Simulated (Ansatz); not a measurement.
CH₅BrOSi (SMILES CO[SiH2]Br), singlet, at a GFN2-xTB geometry, with bond 7-4 at 2.4 times its length; Ansatz (an electronic-structure program) with CASSCF(4,3)/STO-3G.

Here is a job for Ansatz.
Ansatz 0.2 input:
```yaml
crystal:
  periodic: [false, false, false]
  atoms:
    - {symbol: Si, position_ang: [0.42383800, -0.16178384, 1.07892321]}
    - {symbol: Br, position_ang: [0.64606370, 0.21487099, -1.09128836]}
    - {symbol: O, position_ang: [-1.08734728, -0.61952024, 1.37701087]}
    - {symbol: C, position_ang: [-2.31378265, -0.05306807, 1.02413197]}
    - {symbol: H, position_ang: [1.16486580, -1.34875523, 1.43180951]}
    - {symbol: H, position_ang: [0.79769034, 1.10256778, 1.69368406]}
    - {symbol: H, position_ang: [-2.74974176, 2.13183071, 2.40592688]}
    - {symbol: H, position_ang: [-3.09389354, -0.78142171, 1.24555787]}
    - {symbol: H, position_ang: [-2.33771751, 0.18936199, -0.04164272]}
basis:
  gaussian:
    orbitals: STO-3G
hamiltonian:
  xc: hf
magnetization: {spin_polarized: false}
correlation: {active_space: {window: {electrons: 4, orbitals: 3}}}
```

**Question.** Write the output that Ansatz gives for this input, abridged.

**Answer.** 
```
Functional definition: HF
483 factors; integrals over basis functions are off by at most 3.1e-5 eV
mean field evaluation 1: about -80108.3624 eV, gradient 2.8e1 eV
mean field evaluation 2: about -80108.4499 eV, gradient 2.8e1 eV
mean field evaluation 4: about -80114.2688 eV, gradient 3.8e0 eV
mean field evaluation 8: about -80114.3518 eV, gradient 3.3e-2 eV
mean field -80114.34593120 eV, -2944.1479095176 hartree, gradient 2.6e-6 eV, S^2 0.000000; 0 other end points of the search recorded, 0 dependent functions left out
reference -80114.34593120 eV, -2944.1479095176 hartree; 34, 34 occupied and 8, 8 virtual orbitals, 483 factors
state -80119.08004916 eV, -2944.3218851438 hartree
Total energy: -80119.08004916 eV, -2944.3218851438 hartree
```
